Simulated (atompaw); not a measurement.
# What one change does to a pseudopotential (Co (Z = 27), PAW (atompaw))

| Item | Value |
| --- | --- |
| Element | cobalt (Co) |
| Generator | atompaw 4.2.0.5 |
| Type | PAW |
| Functional | LDA (PW92) |
| Relativity | scalar-relativistic |
| Frozen core | [Ne] |
| Valence charge | 17 |
| Reference configuration | 3s2 3p6 3d7 4s2 4p0 |
| Partial waves | 3s (bound); 4s (bound); 3p (bound); 4p (bound, empty); 3d (bound); 3d channel at 0.2 Ry |
| Local potential | bessel scheme, radius 1.45 bohr |
| Core correction | smooth core density matched at 1.35 bohr |
| Augmentation charge | besselshape compensation charge, radius 1.45 bohr; PAW radius 1.80 bohr; waves and projectors: bloechl |

Change: waves 3s (bound): rc 0.85 bohr; 4s (bound): rc 1.25 bohr; 3p (bound): rc 0.90 bohr; 4p (bound): rc 1.80 bohr; 3d (bound): rc 1.80 bohr; 3d channel at 0.2 Ry: rc 1.80 bohr; augmentation besselshape compensation charge, radius 1.45 bohr; PAW radius 1.80 bohr; waves and projectors: custom polynom vanderbiltortho.

Cutoffs: the cutoffs (Ry, on a coarse ladder) from which the occupation-weighted sum of valence levels, in a spherical-Bessel basis at the reference potential, stays within 10 and 1 mRy of its value at 400 Ry; they do not see the model core or the augmentation charge, which bear on the density cutoff.

What does the change do?

The potential gets harder (60 Ry and 80 Ry → 90 Ry and 160 Ry); neither file shows a bound ghost.

| quantity | base | changed |
| --- | --- | --- |
| cutoff, loose | 60 Ry | 90 Ry |
| cutoff, tight | 80 Ry | 160 Ry |
| loose cutoff by channel (10 mRy a level) | s 35 Ry, p 45 Ry, d 45 Ry | s 70 Ry, p 70 Ry, d 30 Ry |
| bound ghosts | none | none |
| s: phases at 1.80 bohr within 0.05 rad from the reference energy up to (Ry; the scan ends near 5) | to the end of the scan | to the end of the scan |
| p: phases at 1.80 bohr within 0.05 rad from the reference energy up to (Ry; the scan ends near 5) | to the end of the scan | to the end of the scan |
| d: phases at 1.80 bohr within 0.05 rad from the reference energy up to (Ry; the scan ends near 5) | 3.8 | 3.6 |
| lowest overlap eigenvalue by channel | s 0.57, p 0.76, d 1.00 | s 0.61, p 0.50, d 0.95 |

 The cutoffs see the waves, projectors and local potential, not the compensation charge or the core.
